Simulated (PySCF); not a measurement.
Stepwise substitution at one centre (Si OH-C2H5). Isolated molecules, 0 K electronic values unless said otherwise. One relaxed conformer stands for each flexible species; it need not be the lowest. Strings in code marks are SMILES. All members: neutral, multiplicity 1. Level: B3LYP-D3(BJ)/def2-TZVP // B3LYP-D3(BJ)/def2-SVP (PySCF). B3LYP has the VWN-RPA correlation part, as in Gaussian. Delta-SCF ions had no search for a lower state.  The removal energy is E(N − 1 electrons) − E(N electrons) at the parent's geometry; ε(HOMO) is measured against the vacuum level.

| species | −ε(HOMO) (eV) | vertical ionisation energy (Delta-SCF) (eV) |
|---|---|---|
| `CC[Si](O)(CC)CC` | 7.34 | 9.27 |
| `CC[Si](O)(O)CC` | 7.41 | 9.40 |
| `CC[Si](CC)(CC)CC` | 7.47 | 9.21 |
| `CC[Si](O)(O)O` | 8.14 | withheld |
| `O[Si](O)(O)O` | 8.85 | 11.28 |

Q: Fit vertical ionisation energy (Delta-SCF) = a + b·x to the 4 complete rows by least squares, with x = −ε(HOMO) in eV. Give a, b and the rms residual, and predict the withheld value.

A: Means of the 4 rows: x̄ = 7.7675, ȳ = 9.79 eV. Σ(x − x̄)² = 1.5709 and Σ(x − x̄)(y − ȳ) = 2.1472, so b = 1.367 and a = ȳ − b·x̄ = -0.828 eV. The rms residual is 0.105 eV. At x = 8.14 the line gives 10.30 eV. The run for `CC[Si](O)(O)O` gave 10.33 eV, so the line is off by 0.03 eV, within twice the rms residual.

Codes: PySCF.
